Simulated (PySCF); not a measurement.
# Finite-field polarisability of F (fluorine, neutral)

[He] 2s2 2p5, 2P determinant. Computed with PySCF 2.14 in dyall-av3z (15s9p3d2f, 71 functions), with the non-relativistic Hamiltonian (point nucleus). Frozen: 1s2. Energy changes in a uniform field (μhartree):

```json
{"axis": "x", "F (au)": "0.0083", "HF": "-99.609", "MP2": "-107.231", "CCSD": "-106.485", "CCSD(T)": "-107.500"}
{"axis": "x", "F (au)": "0.0166", "HF": "-398.498", "MP2": "-429.009", "CCSD": "-426.029", "CCSD(T)": "-430.093"}
{"axis": "y", "F (au)": "0.008", "HF": "-101.040", "MP2": "-112.005", "CCSD": "-111.071", "CCSD(T)": "-112.712"}
{"axis": "y", "F (au)": "0.016", "HF": "-404.358", "MP2": "-448.299", "CCSD": "-444.555", "CCSD(T)": "-451.141"}
```

By symmetry the remaining axis equals y.

Q: Derive α along x at CCSD(T) from the two fields.

A: With ΔE = −αF²/2 − γF⁴/24, α = −(16 ΔE(F) − ΔE(2F))/(6F²) = 3.121 bohr³.

Q: And the mean polarisability at each level?

A: The components xx, yy, zz at CCSD(T) are 3.121, 3.522, 3.522, the third axis being equal by symmetry to one of the two computed. Means: HF 3.069, MP2 3.371, CCSD 3.344, CCSD(T) 3.388 bohr³. Reference: 3.74 ± 0.08 bohr³ (recommended; Schwerdtfeger and Nagle, table of static dipole polarizabilities (2023 update)).

CCSD(T) lies more than 5 % below the reference, which points to too few diffuse and polarisation functions.
